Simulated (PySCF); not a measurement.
Compound: CH10NSi3 (doublet state).
Z-matrix (Å and degrees, PBE0-D3(BJ)/def2-SVP geometry), rows numbered from 1:
```
N 
Si  1  1.7492
Si  2  2.3678  1  102.38
C   3  1.8870  2  110.23  1   -45.42
Si  4  1.8804  3  115.13  2   -53.30
H   1  1.0279  2  112.57  3    88.88
H   2  1.4922  1  109.72  3   116.23
H   2  1.5018  1  116.25  3  -119.57
H   3  1.4984  2  108.56  1  -166.17
H   3  1.4956  2  108.80  1    76.09
H   4  1.1036  3  108.75  2  -176.28
H   4  1.1038  3  107.95  2    67.94
H   5  1.4947  4  110.89  3   -55.65
H   5  1.4947  4  111.37  3  -177.02
H   5  1.4979  4  109.44  3    63.45
```

The hyperfine couplings belong to this conformer and change with its torsions.

Identity: `[NH][SiH2][SiH2]C[SiH3]` [radical].

Level of theory: UKS B3LYP, IGLO-III on C N Si, pcH-1 on H, non-relativistic, mean-field spin-orbit, GIAO (PySCF). One conformer (not necessarily the lowest) at the PBE0-D3(BJ)/def2-SVP geometry, without solvent, vibrations or thermal averaging. Stability of the SCF solution: not tested.

Match the computed a_iso(29Si) values -84.2, +50.2 MHz with the sites Si2; Si3.

| site | a_iso (MHz) | ρ(0) (bohr⁻³) | position | distance from N1 (Å) | spin population | largest \|T\| (MHz) |
| --- | --- | --- | --- | --- | --- | --- |
| Si2 | +50.2 | -0.0567 | 1 bond from N1 | 1.75 | -0.05 | 3.3 |
| Si3 | -84.2 | +0.0949 | 2 bonds from N1 | 3.23 | +0.11 | 25.5 |

ρ(0) is the spin density at the nucleus and T the dipolar tensor; a_iso includes a spin–orbit part; entries for several nuclei are means. The largest Mulliken spin populations are on N1 (+0.92) and Si3 (+0.11). No atom but N1 exceeds +0.15.

Class means assume fast exchange of nuclei equivalent by connectivity; if that motion is slow, each nucleus keeps its own coupling. The 1H value of +16.8 MHz is a mean of couplings from 2.0 to 31.7 MHz in this one geometry, not an average over conformers.
